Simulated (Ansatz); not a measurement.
Reaction: H4GeO (SMILES [OH][GeH3]) → H3GeO (SMILES [O][GeH3], doublet) + H (doublet) (the H-O bond breaks)
Each species at its own B3LYP-D3(BJ)/def2-TZVP minimum (Ansatz, an electronic-structure program).

Total energies in hartree (Ansatz). Radicals and triplets start from unrestricted determinants; spin-orbit coupling is neglected. Correlated methods leave the cores frozen (noble-gas shells, and filled d and f shells in the p block). No relativity. For partners of very few electrons the exact lower level stands in for a higher one.

```csv
species,HF/cc-pVTZ,CCSD(T)/cc-pVTZ,HF/cc-pVQZ,CCSD(T)/cc-pVQZ,CCSDT(Q)/cc-pVTZ
1: H4GeO (SMILES [OH][GeH3]),-2152.63990,-2153.05097,-2152.65110,-2153.08858,-2153.05207
"2: H3GeO (SMILES [O][GeH3], doublet)",-2152.00203,-2152.35752,-2152.01262,-2152.39214,-2152.35902
3: H (doublet),-0.49981,-0.49981,-0.49995,-0.49995,-0.49981
```

Problem. Work out the bond dissociation energy (electronic) in kcal/mol: take Hartree-Fock from cc-pVQZ, extrapolate the CCSD(T) correlation energy as X^-3 (X = 3, 4), and add CCSDT(Q) - CCSD(T) in cc-pVTZ. 1 hartree = 627.51 kcal/mol.

Solution. 
Species 1: correlation (64·(-0.43748) - 27·(-0.41107))/37 = -0.45675; step -0.00110; E1 = -2152.65110 + (-0.45675) + (-0.00110) = -2153.10895
Species 2: correlation (64·(-0.37952) - 27·(-0.35549))/37 = -0.39706; step -0.00150; E2 = -2152.01262 + (-0.39706) + (-0.00150) = -2152.41118
Species 3: correlation (64·(0.00000) - 27·(0.00000))/37 = 0.00000; step +0.00000; E3 = -0.49995 + (0.00000) + (+0.00000) = -0.49995
-1·E1 +1·E2 +1·E3 = 0.19782 hartree = 124.1 kcal/mol.
